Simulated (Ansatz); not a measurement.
Basis-set extrapolation for `CC(Cl)[SiH2]Cl` (PBE0-D4/def2-TZVP geometry, frozen core, Ansatz). Multiplicity 1, RHF reference.

```tsv
	def2-TZVPP	def2-QZVPP
HF	-1287.286312	-1287.324560
MP2 correlation	-0.851876	-0.923116
CCSD(T) correlation	-0.955802	not run
```

Energies in hartree. Use E(X) = E(∞) + A·exp(−7.88·√X) for Hartree–Fock and E(X) = E(∞) + B·X^(−2.97) for correlation, with X = 3 and 4, and add CCSD(T) minus MP2 of the smaller set to the MP2 limit.

What is the CCSD(T) energy at the basis-set limit?

HF limit: -1287.324560 + (-0.038248) × 0.13774 = -1287.32983. MP2 limit: -0.923116 + (-0.071240) × 0.74074 = -0.97589. Higher-order term: -0.955802 − (-0.851876) = -0.10393. Total: -1288.40965 hartree, 105.1 kcal/mol below CCSD(T)/def2-TZVPP.
